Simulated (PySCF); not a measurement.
H10N2Si3, SMILES N([SiH2]N)[SiH2][SiH3].

Coordinates come from a PBE0-D3(BJ)/def2-SVP optimisation. This is a generated structure with no PubChem entry under its InChIKey; it may be hypothetical. One conformer was computed; it need not be the lowest.

All values below come from PBE0-D3(BJ)/def2-SVP run with PySCF 2.14.0.

Frequencies are harmonic and unscaled.

Computed normal modes with their intensities:
```tsv
mode	ν (cm⁻¹)	IR (km/mol)	moving atoms (share of kinetic energy)
1	27	0.4	Si 40 %, N 37 %, H 22 %
2	48	1.2	Si 35 %, H 34 %, N 31 %
3	95	0.6	H 80 %, Si 13 %
4	137	0.6	H 44 %, Si 30 %, N 26 %
5	180	8.0	H 37 %, N 36 %, Si 27 %
6	204	8.0	H 46 %, Si 29 %, N 24 %
7	303	49.9	H 66 %, Si 18 %, N 15 %
8	357	22.6	H 94 %
9	364	132.0	H 77 %, N 19 %
10	424	4.9	Si 68 %, H 29 %
11	466	81.1	H 82 %, N 13 %
12	510	22.7	H 64 %, Si 32 %
13	581	19.9	H 76 %, Si 19 %
14	590	3.3	H 73 %, Si 24 %
15	686	10.7	H 56 %, Si 24 %, N 20 %
16	708	4.0	H 94 %
17	797	115.7	H 60 %, N 27 %, Si 14 %
18	812	575.1	H 85 %, Si 12 %
19	853	6.4	H 51 %, N 37 %, Si 12 %
20	879	125.9	H 58 %, N 23 %, Si 18 %
21	888	6.5	H 82 %, Si 11 %
22	928	43.6	H 90 %
23	932	38.2	H 98 %
24	940	245.6	H 92 %
25	958	100.6	H 43 %, N 41 %, Si 15 %
26	964	82.2	H 79 %, Si 14 %
27	975	116.4	H 94 %
28	1199	312.8	H 65 %, N 31 %
29	1538	60.8	H 89 %, N 11 %
30	2185	115.1	H 97 %
31	2204	127.1	H 96 %
32	2208	87.7	H 98 %
33	2216	37.9	H 96 %
34	2217	162.7	H 97 %
35	2223	123.4	H 96 %
36	2235	140.1	H 97 %
37	3602	33.3	H 93 %
38	3618	31.4	H 96 %
39	3722	34.4	H 91 %, N 9 %
```
